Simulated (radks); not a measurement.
Results of a calculation; reference values are marked as such.
The indium ion In2+, 47 electrons, occupied as [Kr] 4d10 7p1 (not the ground configuration).

Code: a radial shooting solver on a logarithmic mesh with Libxc functionals. Model: scalar-relativistic Kohn-Sham, PBEsol, spin-polarised, spherical densities, finite nucleus; open shells are filled with parallel spins first (spin-orbit coupling, left out, can overturn this in heavy ions); Fermi nuclear charge, rms radius 4.6156 fm.

Energy parts (hartree):
total: -5877.10885
kinetic: 6125.01477
electron-nucleus: -14168.98856
Hartree: 2323.00517
exchange-correlation: -156.14024

Orbitals (lengths in bohr, moments of r in powers of bohr):
orbital,occ.,eigenvalue (hartree),<1/r>,<r>
1s up,1,-1020.319,51.83,0.02973
1s down,1,-1020.319,51.83,0.02973
2s up,1,-153.5968,11.81,0.1286
2s down,1,-153.5967,11.81,0.1286
2p up,3,-137.9905,11.38,0.1122
2p down,3,-137.9904,11.38,0.1122
3s up,1,-29.91518,4.179,0.3488
3s down,1,-29.91507,4.179,0.3488
3p up,3,-24.80414,3.980,0.3473
3p down,3,-24.80402,3.980,0.3473
3d up,5,-16.86081,3.753,0.3245
3d down,5,-16.86069,3.753,0.3245
4s up,1,-5.35204,1.634,0.8479
4s down,1,-5.35174,1.634,0.8479
4p up,3,-3.82750,1.478,0.9208
4p down,3,-3.82714,1.478,0.9207
4d up,5,-1.63118,1.157,1.151
4d down,5,-1.63049,1.157,1.151
7p up,1,-0.20413,0.1392,9.585

The highest occupied level is 7p up at -5.555 eV. The electron density at the nucleus is 1.792e+05 e/bohr^3 (large components only). Spin moment in Bohr magnetons: 1. The spin density at the nucleus is -0.00959 e/bohr^3 (1s -0.01145, 2s 0.00339, 3s 0.00075, 4s -0.00229). The density falls to 0.001 e/bohr^3 at r = 2.98 bohr. Summed over all electrons, <r^2> = 127.7 bohr^2, which gives a Langevin (diamagnetic) susceptibility term of -101 x 10^-6 cm^3/mol.
